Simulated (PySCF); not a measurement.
Record of a relaxation.

Compound: ClGe2H7Si.
Atom-mapped SMILES: `[SiH3:1][Ge@H:2]([Cl:3])[GeH3:4]` (hydrogens: H5, H6, H7 on Si1; H8 on Ge2; H9, H10, H11 on Ge4)

Method: PySCF 2.14.0, PBE0-D3(BJ)/def2-SVP geometry optimisation, gas phase; density fitting, grid level 1; the optimiser is geomeTRIC in internal coordinates, started from a GFN2-xTB structure. The frame can shift and turn from step to step; on so coarse a grid that alone can change the energy by a few meV, and forces under 0.02 eV/Å are noise.

Step 0: E = -133509.7486 eV, largest atomic force 1.005 eV/Å
```
atom  x, y, z in Å  |  force x, y, z in eV/Å
Si1    -2.096   -0.448    0.283    0.417   0.119  -0.182
Ge2    -0.096    0.800   -0.029    0.421   0.001   0.912
Cl3    -0.243    2.047   -1.755   -0.185   0.374  -0.849
Ge4     2.057   -0.304   -0.153   -0.173  -0.194  -0.127
H5     -1.991   -1.193    1.538    0.097  -0.283   0.536
H6     -3.251    0.446    0.345   -0.417   0.429   0.011
H7     -2.266   -1.397   -0.819   -0.048  -0.349  -0.445
H8      0.083    1.846    1.101   -0.128  -0.115   0.094
H9      2.394   -1.097    1.080   -0.092  -0.304   0.747
H10     2.178   -1.305   -1.269   -0.202  -0.414  -0.614
H11     3.236    0.608   -0.346    0.312   0.736  -0.083
```

Step 1: E = -133509.9327 eV, largest atomic force 0.404 eV/Å
```
atom  x, y, z in Å  |  force x, y, z in eV/Å
Si1    -2.007   -0.458    0.283   -0.059   0.011   0.038
Ge2    -0.045    0.866    0.055   -0.010   0.184  -0.329
Cl3    -0.286    2.058   -1.795   -0.003  -0.251   0.316
Ge4     2.039   -0.345   -0.176    0.265  -0.072   0.004
H5     -1.897   -1.230    1.560   -0.009   0.005  -0.011
H6     -3.197    0.441    0.340   -0.013  -0.018   0.000
H7     -2.142   -1.412   -0.857    0.041   0.028  -0.016
H8      0.067    1.903    1.191    0.000   0.010   0.016
H9      2.300   -1.140    1.135   -0.027   0.114  -0.204
H10     2.008   -1.335   -1.368   -0.047   0.163   0.163
H11     3.179    0.686   -0.385   -0.139  -0.174   0.024
```

Step 2: E = -133509.9461 eV, largest atomic force 0.144 eV/Å
```
atom  x, y, z in Å  |  force x, y, z in eV/Å
Si1    -2.006   -0.458    0.293   -0.013   0.010   0.030
Ge2    -0.043    0.869    0.065    0.024   0.074  -0.106
Cl3    -0.306    2.029   -1.781   -0.014  -0.092   0.109
Ge4     2.045   -0.337   -0.181    0.030   0.017   0.027
H5     -1.902   -1.235    1.566   -0.016  -0.009  -0.003
H6     -3.203    0.432    0.341   -0.002  -0.009  -0.002
H7     -2.117   -1.403   -0.856    0.021   0.010  -0.015
H8      0.069    1.913    1.196   -0.003   0.002   0.001
H9      2.319   -1.131    1.112    0.006  -0.001  -0.008
H10     1.980   -1.315   -1.364   -0.038   0.003  -0.027
H11     3.184    0.671   -0.407    0.005  -0.005  -0.008
```

Step 3: E = -133509.9484 eV, largest atomic force 0.062 eV/Å
```
atom  x, y, z in Å  |  force x, y, z in eV/Å
Si1    -1.999   -0.459    0.306    0.012  -0.003   0.015
Ge2    -0.040    0.874    0.079    0.028  -0.004   0.055
Cl3    -0.330    2.006   -1.767   -0.017   0.019  -0.033
Ge4     2.047   -0.330   -0.189   -0.033   0.011   0.010
H5     -1.908   -1.245    1.575   -0.014  -0.011  -0.002
H6     -3.204    0.421    0.344    0.001  -0.001  -0.001
H7     -2.088   -1.395   -0.854    0.006   0.001  -0.006
H8      0.073    1.925    1.203   -0.003   0.003  -0.007
H9      2.338   -1.129    1.095    0.013  -0.021   0.021
H10     1.941   -1.301   -1.372   -0.017  -0.018  -0.039
H11     3.188    0.667   -0.437    0.024   0.023  -0.014
```

Step 4: E = -133509.9488 eV, largest atomic force 0.102 eV/Å
```
atom  x, y, z in Å  |  force x, y, z in eV/Å
Si1    -1.992   -0.462    0.319    0.013  -0.007   0.000
Ge2    -0.037    0.880    0.094    0.017  -0.030   0.096
Cl3    -0.348    1.997   -1.755   -0.010   0.050  -0.062
Ge4     2.045   -0.327   -0.197   -0.032   0.000  -0.005
H5     -1.913   -1.257    1.583   -0.006  -0.007  -0.001
H6     -3.201    0.413    0.348    0.001   0.003   0.001
H7     -2.063   -1.389   -0.849   -0.001  -0.002   0.001
H8      0.079    1.937    1.213   -0.001   0.002  -0.008
H9      2.355   -1.131    1.078    0.008  -0.013   0.008
H10     1.905   -1.292   -1.384   -0.003  -0.010  -0.019
H11     3.188    0.665   -0.466    0.012   0.013  -0.010
```

Step 5: E = -133509.9489 eV, largest atomic force 0.074 eV/Å
```
atom  x, y, z in Å  |  force x, y, z in eV/Å
Si1    -1.982   -0.465    0.335    0.004  -0.004  -0.014
Ge2    -0.032    0.888    0.114   -0.003  -0.029   0.068
Cl3    -0.365    1.998   -1.738    0.004   0.040  -0.037
Ge4     2.040   -0.325   -0.211   -0.012  -0.006  -0.017
H5     -1.915   -1.271    1.592    0.004   0.000   0.001
H6     -3.195    0.404    0.356    0.001   0.003   0.004
H7     -2.037   -1.383   -0.842   -0.003  -0.002   0.005
H8      0.088    1.949    1.227    0.002   0.000  -0.002
H9      2.373   -1.139    1.054    0.001  -0.003  -0.007
H10     1.863   -1.283   -1.401    0.006   0.001   0.002
H11     3.183    0.660   -0.504   -0.003  -0.001  -0.004
```

Step 6: E = -133509.9488 eV, largest atomic force 0.024 eV/Å
```
atom  x, y, z in Å  |  force x, y, z in eV/Å
Si1    -1.977   -0.465    0.344   -0.005   0.001  -0.013
Ge2    -0.030    0.892    0.128   -0.015  -0.012   0.015
Cl3    -0.370    2.008   -1.723    0.011   0.014   0.001
Ge4     2.034   -0.326   -0.223    0.003  -0.004  -0.014
H5     -1.913   -1.277    1.598    0.008   0.003   0.002
H6     -3.192    0.401    0.364    0.001   0.001   0.004
H7     -2.026   -1.379   -0.836   -0.003   0.000   0.004
H8      0.096    1.952    1.240    0.004  -0.004   0.005
H9      2.382   -1.147    1.034   -0.002   0.002  -0.011
H10     1.839   -1.279   -1.414    0.005   0.005   0.007
H11     3.178    0.656   -0.528   -0.008  -0.006   0.000
```

Step 7: E = -133509.9489 eV, largest atomic force 0.031 eV/Å
```
atom  x, y, z in Å  |  force x, y, z in eV/Å
Si1    -1.976   -0.464    0.348   -0.007   0.004  -0.006
Ge2    -0.029    0.892    0.135   -0.015   0.006  -0.026
Cl3    -0.367    2.021   -1.711    0.011  -0.008   0.025
Ge4     2.031   -0.329   -0.232    0.010  -0.001  -0.005
H5     -1.909   -1.278    1.600    0.006   0.003   0.002
H6     -3.191    0.402    0.373    0.000  -0.001   0.004
H7     -2.028   -1.377   -0.832   -0.002   0.002   0.001
H8      0.102    1.948    1.250    0.004  -0.007   0.010
H9      2.385   -1.155    1.020   -0.001   0.002  -0.009
H10     1.829   -1.278   -1.425    0.000   0.004   0.004
H11     3.173    0.653   -0.541   -0.006  -0.005   0.000
```

Step 8: E = -133509.9490 eV, largest atomic force 0.027 eV/Å
```
atom  x, y, z in Å  |  force x, y, z in eV/Å
Si1    -1.977   -0.463    0.348   -0.005   0.004  -0.003
Ge2    -0.029    0.891    0.135   -0.011   0.006  -0.024
Cl3    -0.365    2.023   -1.709    0.007  -0.005   0.019
Ge4     2.031   -0.330   -0.234    0.006   0.000  -0.001
H5     -1.908   -1.277    1.601    0.004   0.002   0.001
H6     -3.192    0.404    0.375    0.000   0.000   0.004
H7     -2.032   -1.377   -0.832   -0.001   0.002   0.000
H8      0.103    1.945    1.252    0.004  -0.007   0.010
H9      2.386   -1.157    1.017    0.001   0.000  -0.005
H10     1.830   -1.278   -1.428   -0.002   0.002  -0.001
H11     3.172    0.653   -0.542   -0.003  -0.002  -0.001
```

Step 9: E = -133509.9490 eV, largest atomic force under 0.02 eV/Å
```
atom  x, y, z in Å  |  force x, y, z in eV/Å
Si1    -1.979   -0.463    0.349   -0.002   0.002  -0.001
Ge2    -0.029    0.889    0.135   -0.006   0.003  -0.016
Cl3    -0.362    2.023   -1.708    0.003   0.001   0.009
Ge4     2.031   -0.331   -0.236    0.001  -0.001   0.001
H5     -1.907   -1.275    1.602    0.001   0.001   0.001
H6     -3.193    0.406    0.378    0.001   0.001   0.004
H7     -2.037   -1.376   -0.831   -0.001   0.001   0.000
H8      0.105    1.942    1.254    0.003  -0.007   0.009
H9      2.387   -1.158    1.014    0.002  -0.002  -0.003
H10     1.831   -1.277   -1.431   -0.002   0.000  -0.003
H11     3.172    0.654   -0.542   -0.001   0.000  -0.001
```

Task: Summarise the path.

Result: The energy falls by 4.62 kcal/mol from step 0 to step 9; nine tenths of that is first reached at step 1. It never rises by more than 0.2 meV. The largest force goes from 1.005 to under 0.02 eV/Å. Among the bonds Ge2–Cl3 changes most, from 2.134 to 2.189 Å; the atoms move by 0.158 Å rms after alignment.

Task: Follow the three bonds and two angles with the largest change from start to end.

Result: 
```csv
step,E above end (kcal/mol),largest force (eV/Å),Ge2–Cl3 (Å),Ge4–H9 (Å),Ge4–H11 (Å),Ge4–Ge2–H8 (°),Si1–Ge2–Cl3 (°)
0,4.62,1.005,2.134,1.504,1.503,104.0,110.8
1,0.38,0.404,2.214,1.556,1.551,110.2,106.9
2,0.07,0.144,2.196,1.541,1.538,110.4,106.0
3,0.01,0.062,2.185,1.539,1.535,110.8,105.2
4,0.00,0.102,2.182,1.540,1.536,111.3,104.6
5,0.00,0.074,2.185,1.541,1.537,112.0,104.0
6,0.01,0.024,2.188,1.541,1.538,112.4,103.9
7,0.00,0.031,2.190,1.541,1.538,112.5,104.0
8,0.00,0.027,2.190,1.541,1.537,112.5,104.1
9,0.00,under 0.02,2.189,1.540,1.537,112.4,104.2
```

The cost below is that of the whole optimisation. The run took 68 s of wall time on one thread, Arm Neoverse V2 (aarch64), no GPU, shared host, and the process peaked at 0.70 GiB of memory.
